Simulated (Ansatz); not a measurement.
`BN(C)[SiH2]S` and `BN(C)[SiH2]N` differ in one atom or group.

Ansatz, PBE0-D4/def2-TZVP geometries, multiplicity 1. Each molecule was computed in one conformer, which needn't be the lowest.

```csv
property,`BN(C)[SiH2]S`
HOMO–LUMO gap (PBE0/def2-TZVPP) / eV,7.44
HOMO energy (ωB97M-V/def2-TZVPP) / eV,-9.87
HOMO energy (PBE/def2-TZVPP) / eV,-6.44
LUMO energy (PBE0/def2-TZVPP) / eV,-0.23
HOMO–LUMO gap (PBE/def2-TZVPP) / eV,5.28
LUMO energy (PBE/def2-TZVPP) / eV,-1.16
```

(1) What does the change do to each property? (Estimate.)

## Answers

(1) The calculation gave: 
| property | `BN(C)[SiH2]N` | shift |
| --- | --- | --- |
| HOMO–LUMO gap (PBE0/def2-TZVPP) / eV | 7.79 | 0.35 |
| HOMO energy (ωB97M-V/def2-TZVPP) / eV | -10.10 | -0.23 |
| HOMO energy (PBE/def2-TZVPP) / eV | -6.39 | 0.05 |
| LUMO energy (PBE0/def2-TZVPP) / eV | -0.01 | 0.22 |
| HOMO–LUMO gap (PBE/def2-TZVPP) / eV | 5.45 | 0.17 |
| LUMO energy (PBE/def2-TZVPP) / eV | -0.95 | 0.21 |

With PBE0 the HOMO falls by 0.14 eV and the LUMO rises by 0.22 eV, so the gap widens by about 0.36 eV. PBE moves the HOMO by 0.05 eV and ωB97M-V by -0.23 eV.
